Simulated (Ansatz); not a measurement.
`[NH2][Sn][SH]`. Charge 0, multiplicity 1. Sn takes the def2 core potential.

Z-matrix (Å, degrees):
```
N
Sn 1 2.010
H 1 1.007 2 122.9
H 1 1.008 2 125.5 3 -179.9
S 2 2.443 1 92.6 3 180.0
H 5 1.342 2 93.4 1 -180.0
```

(1) List the harmonic frequencies (cm⁻¹, unscaled) at PBE0-D4/def2-TZVP in Ansatz. (An estimate is asked.)

(2) Is this a minimum?

(3) Give the ideal-gas thermochemistry at 298.15 K and 1 bar (rigid rotor, harmonic oscillator; point group Cs, symmetry number 1).

(4) Rotational constants (cm⁻¹)?

Answers

(1) Computed: 155, 232, 318, 329, 424, 612, 622, 699, 1549, 2719, 3582, 3697.

(2) Yes, all 12 modes are real.

(3) Zero-point energy 89.3 kJ/mol; H(298) − E = 106.2 kJ/mol; entropy 320.3 J/(mol·K), of which translation 172.7, rotation 109.4, vibration 38.1; G(298) − E = 10.7 kJ/mol.

(4) 0.2767, 0.1013, 0.07413.
